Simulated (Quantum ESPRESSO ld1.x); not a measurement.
Results of a calculation; reference values are marked as such.
Ionisation of Bi3+, [Hg], to Bi4+, [Xe] 4f14 5d10 6s1, under several functionals. Scalar-relativistic Kohn-Sham, spin-unpolarised, spherical densities, point nucleus; ld1.x of Quantum ESPRESSO 7.5.

functional                                             E(Bi3+) (hartree)  Exc (hartree)  IE (eV)  -e(HOMO) (eV)  <r> HOMO (bohr)  IE error (eV)
exchange-only B88                                             -21525.728       -390.384   44.456         39.032            2.024         -0.914
LDA (Slater exchange, VWN5 correlation)                       -21517.603       -382.367   45.918         40.480            2.008         +0.548
revPBE                                                        -21529.500       -394.222   45.248         39.864            2.013         -0.122
BP86                                                          -21531.424       -396.129   45.585         40.195            2.007         +0.215
Engel-Vosko exchange with Perdew-Wang LDA correlation         -21532.621       -397.394   45.119         39.690            2.037         -0.251
LDA (Slater exchange, Perdew-Zunger correlation)              -21517.577       -382.342   45.915         40.477            2.008         +0.545

NIST Atomic Spectra Database: 45.4 eV (measured). Closest: revPBE. The Delta-SCF values span 1.46 eV, the total energies 15.04 hartree. The highest occupied level is 6s. Spin polarisation and multiplet splitting are left out, so open shells lie too high by an amount that depends on their filling.

Beside tabulated values, note that spin-unpolarised runs miss the spin-polarisation part of the exchange energy of open shells, and scalar-relativistic runs lack spin-orbit coupling.
